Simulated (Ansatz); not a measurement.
`[CH3][AlH][AlH][F]` + H₂O → `[CH3][AlH][OH]` + `[F][AlH2]` at 500 K and 1 bar (formal hydrolysis of the Al–Al bond).

Isolated molecules relaxed with PBE0-D4/def2-TZVP in Ansatz; ΔE leaves out vibrations. CBS: MP2 limit from def2 TZ/QZ plus the TZ coupled-cluster correction, frozen cores. This one scheme is used for every species. Each species was taken in one conformer, which may not be the lowest.

| species | CCSD(T)/CBS energy (Eh) | H − E (kJ/mol) | S (J/(mol·K)) |
| --- | --- | --- | --- |
| `[CH3][AlH][AlH][F]` | -624.94366 | 182.9 | 443.1 |
| H₂O | -76.37941 | 73.2 | 206.3 |
| `[CH3][AlH][OH]` | -358.31021 | 183.4 | 355.5 |
| `[F][AlH2]` | -343.06661 | 62.3 | 268.8 |

H − E and S are ideal-gas, rigid-rotor, harmonic terms from PBE0-D4/def2-TZVP, for one conformer and one mirror image of each species. 1 Eh = 2625.50 kJ/mol, R = 8.31446 J/(mol·K).

Problem. By hand: ΔE, ΔH, ΔS and ΔG.

Solution. ΔE = (-358.31021) + (-343.06661) − (-624.94366) − (-76.37941) = -0.05375 Eh = -141.1 kJ/mol. Δ(H − E) = 183.4 + 62.3 − 182.9 − 73.2 = -10.4, so ΔH = -151.5 kJ/mol. ΔS = 355.5 + 268.8 − 443.1 − 206.3 = -25.1 J/(mol·K). ΔG = -151.5 − 500 × (-25.1)/1000 = -138.9 kJ/mol.

Problem. By hand: the equilibrium constant, and the temperature at which ΔG would vanish if ΔH and ΔS stayed fixed.

Solution. log₁₀ K = −ΔG/(RT ln 10) = 14.5. ΔG = 0 at ΔH/ΔS = 6036 K, far beyond where these terms or the molecules hold.

ΔH outweighs TΔS. A doubt of 5 kJ/mol in ΔE shifts log₁₀ K by 0.5 here. Other conformers and mirror images would add mixing entropy, several J/(mol·K) or more a flexible species. Modes under 60 cm⁻¹, often nearly free rotors, make the harmonic entropy too high. These are equilibria of isolated gas molecules and say nothing of rates. Largest T1 diagnostic: 0.012 (customary marks: 0.02 for closed shells, 0.045 for open ones).
